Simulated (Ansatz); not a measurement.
Computed with Ansatz on PBE0-D4/def2-TZVP structures; ΔE is electronic, products minus reactants. CBS: MP2 limit from def2 TZ/QZ plus the TZ coupled-cluster correction, frozen cores. Functionals use def2-TZVPP. HSE06 is defined as in plane-wave codes. def2 core potentials past Kr. For In, Y outer-core shells are correlated without core-valence functions, which leaves a few kJ/mol of doubt a bond. Each species was taken in one conformer, which may not be the lowest.

Consider the ligand exchange at the Si–O bond: `C[N](C)[Y]([OH])[O][SiH3]` + `[CH3][In]([NH2])[OH]` → `[CH3][In]([NH2])[O][SiH3]` + `C[N](C)[Y]([OH])[OH]`.

```csv
level,ΔE (kJ/mol),difference from CCSD(T)/CBS
LDA (SPW92),0.9,-1.3
PBE0-D4,2.9,0.7
r2SCAN0-D4,1.9,-0.3
PBE-QIDH,2.9,0.7
PBE,5.7,3.5
BLYP,6.6,4.4
r2SCAN0,2.3,0.1
HSE06,4.4,2.2
CAM-B3LYP,2.4,0.2
CCSD(T)/def2-SVP,-2.8,-5.0
MP2/def2-TZVPP,1.7,-0.5
CCSD/def2-TZVPP,2.9,0.7
CCSD(T)/def2-TZVPP,2.9,0.7
MP2/def2-QZVPP,1.5,-0.7
MP2/CBS(def2),0.9,-1.3
CCSD/CBS(def2),2.2,0.0
CCSD(T)/CBS,2.2,0
```

Largest T1 diagnostic among the species: 0.015.

From BLYP to BHLYP (50 % exact exchange), in def2-TZVPP and without D4, ΔE moves by −3.7 kJ/mol. Leaving LDA and LC-ωPBE aside and taking each functional with its dispersion term where it has one, the values, not all of them listed here, spread over 4.8 kJ/mol, from BHLYP-D4 to revPBE-D4. LDA lies −4.8 kJ/mol from PBE without D4. At CCSD(T), def2-SVP lies −5.0 kJ/mol from the extrapolated value and def2-TZVPP +0.7 kJ/mol.
